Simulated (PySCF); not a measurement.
## Basis-set dependence of TeSe at PBE0

PySCF, UKS reference; triplet, unpaired electrons π ↑↑; De to Te + Se without counterpoise correction.

```
       basis                           relativity  functions  Re (Å)  ωe (cm⁻¹)  De (eV)  μ (D)
  cc-pVDZ-PP  scalar-relativistic core potentials         46   2.367        327     3.25  -0.99
  cc-pVTZ-PP  scalar-relativistic core potentials         78   2.353        331     3.35  -0.92
x2c-TZVPPall                        spin-free X2C        108   2.351        331     3.37  -0.95
```

(1) How does each smaller set differ from the one with most functions, x2c-TZVPPall?

A positive dipole means Te(−)Se(+). Spin–orbit coupling is left out, which matters for elements this heavy, above all for dissociation energies. The state was picked by a PBE0 search and need not be the measured ground state.

Answers

(1) cc-pVDZ-PP: +1.6 pm, -1.2 % in ωe, -0.12 eV in De; cc-pVTZ-PP: +0.2 pm, +0.0 % in ωe, -0.02 eV in De. All at PBE0; the set with most functions is neither the basis-set limit nor always the best. The rows treat relativity differently, so the differences are not basis effects alone.
